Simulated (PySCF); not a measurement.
Polarisability and C₆ of Te²⁺ (tellurium, charge +2)

[Kr] 4d10 5s2 5p2, high-spin 3P determinant. Computed with PySCF 2.14 in aug-cc-pwCVTZ-DK3 with one added diffuse shell each of s, p, d, f type (11s10p8d5f1g, 125 functions), with scalar relativity by spin-free X2C-1e. Coupled (time-dependent) response in atomic units; α is the mean over directions.

```json
{"method": "PBEsol", "mean α (bohr³)": "14.83", "α xx, yy, zz": "14.54, 14.97, 14.97", "C₆ (like pair)": "99.71", "S(−4)": "51.86"}
```

S(−4) is the Cauchy moment in α(ω) = α(0) + S(−4) ω² + …

Spin-orbit coupling is absent.

α(iu) at PBEsol:

```csv
u (hartree),α(iu) (bohr³)
0,14.83
0.0500,14.70
0.100,14.33
0.200,13.04
0.300,11.39
0.500,8.294
0.750,5.688
1.00,4.156
1.50,2.599
2.00,1.848
3.00,1.117
5.00,0.5479
```

For an ion, C₆ is the dispersion term alone; charge-induced terms of lower order in 1/R come first.

The components differ because the open shell of this determinant is not spherical; for a pure term their mean is the scalar polarisability.
